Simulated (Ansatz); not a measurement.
Computed with Ansatz on PBE0-D4/def2-TZVP structures; ΔE is electronic, products minus reactants. CBS: MP2 limit from def2 TZ/QZ plus the TZ coupled-cluster correction, frozen cores. This one scheme is used for every species, atoms too. Functionals use def2-TZVPP. No spin–orbit coupling; open shells (•) take unrestricted orbitals. Spin–orbit coupling would lower the free atoms: a little for Cl. For Ge outer-core shells are correlated without core-valence functions, so the limit isn't a true one: a few kJ/mol of doubt a bond, and 10 to 20 or more in all where bonds break to atoms. Scalar relativity is left out up to krypton.

`[SiH3][S][GeH3]` + Cl• → `[SiH2][S][GeH3]`• + HCl  (hydrogen abstraction from the Si–H bond)

**Question.** Is it downhill or uphill in electronic energy at CCSD(T)/CBS, and by how much? (Estimate.)

**Answer.** The calculation gave: Downhill: ΔE = -12.4 kcal/mol.

**Question.** What do these levels give: r2SCAN-D4, r2SCAN0-D4, BHLYP-D4, B2PLYP, PBE-QIDH, revPBE, BHLYP, MP2/def2-TZVPP, CCSD/def2-TZVPP, MP2/def2-QZVPP, HF/CBS(def2), MP2/CBS(def2)? (Best estimate.)

**Answer.** Ansatz gave: r2SCAN-D4 -16.4, r2SCAN0-D4 -14.2, BHLYP-D4 -8.8, B2PLYP -12.1, PBE-QIDH -13.3, revPBE -17.3, BHLYP -8.6, MP2/def2-TZVPP -13.6, CCSD/def2-TZVPP -9.7, MP2/def2-QZVPP -14.4, HF/CBS(def2) -1.7, MP2/CBS(def2) -14.8 kcal/mol.

Largest T1 diagnostic among the species: 0.014.

From BLYP to BHLYP (50 % exact exchange), in def2-TZVPP and without D4, ΔE moves by +5.9 kcal/mol. Leaving LDA and LC-ωPBE aside and taking each functional with its dispersion term where it has one, the values, not all of them listed here, spread over 9.7 kcal/mol, from PBE-D4 to BHLYP-D4. LDA lies −5.1 kcal/mol from PBE without D4.
